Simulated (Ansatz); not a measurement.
CH3BSi, SMILES `B1C=[SiH]1` (charge 0, multiplicity 1).

Cartesian coordinates (Å):
```xyz
6

B     -0.8708    -0.5616     0.2865
C     -0.2202     0.7153    -0.0883
Si     1.0086    -0.3972     0.4130
H     -1.8747    -1.1813     0.4014
H     -0.5325     1.6860    -0.4517
H      2.4896    -0.2612     0.5104
```
Charge 0, spin multiplicity 1.

Frozen-core energies in 6-31g from Ansatz (a program for electronic structure) at a geometry from PBE0-D3(BJ)/def2-TZVP; the HF reference has <S^2> = 0.00 and the T1 diagnostic is 0.013.

```csv
level,energy (Ha)
HF,-353.04216
MP2,-353.24053
CCSD,-353.26634
CCSD(T),-353.27575
```

Problem. Estimate the energies of CCSDT, CCSDT(Q) and CCSDTQ, and give each level's difference from CCSDTQ.

Solution. 
```json
[
 {"level": "MP2", "energy (Ha)": "-353.24053", "difference from CCSDTQ (mHa)": "36.58"},
 {"level": "CCSD", "energy (Ha)": "-353.26634", "difference from CCSDTQ (mHa)": "10.77"},
 {"level": "CCSD(T)", "energy (Ha)": "-353.27575", "difference from CCSDTQ (mHa)": "1.37"},
 {"level": "CCSDT", "energy (Ha)": "-353.27651", "difference from CCSDTQ (mHa)": "0.61"},
 {"level": "CCSDT(Q)", "energy (Ha)": "-353.27715", "difference from CCSDTQ (mHa)": "-0.03"},
 {"level": "CCSDTQ", "energy (Ha)": "-353.27711", "difference from CCSDTQ (mHa)": "0.00"}
]
```
